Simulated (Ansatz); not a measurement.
`[Cl][In]([Cl])[I]` and `N#[C][In]([Cl])[Cl]` differ in one atom or group.

Ansatz, PBE0-D4/def2-TZVP geometries, multiplicity 1. 

Elements past krypton have def2 core potentials.

```
                               property  `[Cl][In]([Cl])[I]`
HOMO–LUMO gap (ωB97M-V/def2-TZVPP) / eV                 9.39
  HOMO energy (ωB97M-V/def2-TZVPP) / eV               -10.43
     HOMO energy (PBE0/def2-TZVPP) / eV                -8.30
    HOMO–LUMO gap (PBE/def2-TZVPP) / eV                 3.40
     LUMO energy (PBE0/def2-TZVPP) / eV                -2.94
  HOMO–LUMO gap (B3LYP/def2-TZVPP) / eV                 4.82
```

Problem. What does the change do to each property? (An estimate is asked.)

Solution. The calculation gave: 
```json
{"property": "HOMO–LUMO gap (ωB97M-V/def2-TZVPP) / eV", "`N#[C][In]([Cl])[Cl]`": "11.01", "shift": "1.62"}
{"property": "HOMO energy (ωB97M-V/def2-TZVPP) / eV", "`N#[C][In]([Cl])[Cl]`": "-11.94", "shift": "-1.51"}
{"property": "HOMO energy (PBE0/def2-TZVPP) / eV", "`N#[C][In]([Cl])[Cl]`": "-9.67", "shift": "-1.37"}
{"property": "HOMO–LUMO gap (PBE/def2-TZVPP) / eV", "`N#[C][In]([Cl])[Cl]`": "4.72", "shift": "1.32"}
{"property": "LUMO energy (PBE0/def2-TZVPP) / eV", "`N#[C][In]([Cl])[Cl]`": "-2.66", "shift": "0.28"}
{"property": "HOMO–LUMO gap (B3LYP/def2-TZVPP) / eV", "`N#[C][In]([Cl])[Cl]`": "6.43", "shift": "1.61"}
```

With PBE0 the HOMO falls by 1.37 eV and the LUMO rises by 0.28 eV, so the gap widens by about 1.65 eV. PBE moves the HOMO by -1.10 eV and ωB97M-V by -1.51 eV. The zero-point energy changes by 18.3 kJ/mol with +3 modes.

B3LYP here is the variant with VWN-RPA as its local correlation; programs differ in this.

Spin–orbit coupling is left out; it splits and shifts lone-pair levels of the heavy atoms by tenths of an eV.
